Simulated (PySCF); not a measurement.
# Electron correlation in Al- (aluminium, charge -1)

[Ne] 3s2 3p2, high-spin 3P determinant. All numbers are calculated (PySCF 2.14, the spin-free X2C one-electron Hamiltonian (Gaussian nucleus), in x2c-TZVPPall with one added diffuse shell each of s, p, d type (6s6p4d1f, 51 functions)). Frozen: 1s2; 12 electrons correlated.

MP2 pair energies summed by pair of shells (mhartree):

```json
{"pair": "2p-2p", "energy": "-101.29", "share (%)": "51.0"}
{"pair": "2s-2p", "energy": "-27.88", "share (%)": "14.0"}
{"pair": "3s-3p", "energy": "-26.10", "share (%)": "13.1"}
{"pair": "3s-3s", "energy": "-17.00", "share (%)": "8.6"}
{"pair": "2p-3s", "energy": "-12.47", "share (%)": "6.3"}
{"pair": "3p-3p", "energy": "-4.79", "share (%)": "2.4"}
{"pair": "2s-2s", "energy": "-3.91", "share (%)": "2.0"}
{"pair": "2p-3p", "energy": "-3.64", "share (%)": "1.8"}
{"pair": "2s-3s", "energy": "-1.16", "share (%)": "0.6"}
{"pair": "2s-3p", "energy": "-0.50", "share (%)": "0.3"}
```

Total MP2 correlation energy: -198.74 mhartree.

Same-spin part -53.97 and opposite-spin part -144.77 mhartree; SCS-MP2 scales them by 1/3 and 6/5 to -191.71 mhartree.

This basis was not built for core-valence correlation, so the inner-shell part is incomplete.
